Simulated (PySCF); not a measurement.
```xyz
5

O      0.9405     0.3916    -0.0902
B      0.0348    -0.6097     0.0229
O     -1.2878    -0.3996     0.0954
H      1.8476     0.0831    -0.1307
H     -1.5352     0.5346     0.0591
```

Charge 0, multiplicity 2.

**Question.** Give the Mulliken and meta-Löwdin atomic charges from PySCF with PBE0-D4/def2-TZVP.

**Answer.** 
```csv
atom,Mulliken (e),meta-Löwdin (e)
O1,-0.38,-0.52
B2,0.11,0.30
O3,-0.40,-0.50
H4,0.35,0.37
H5,0.31,0.34
```
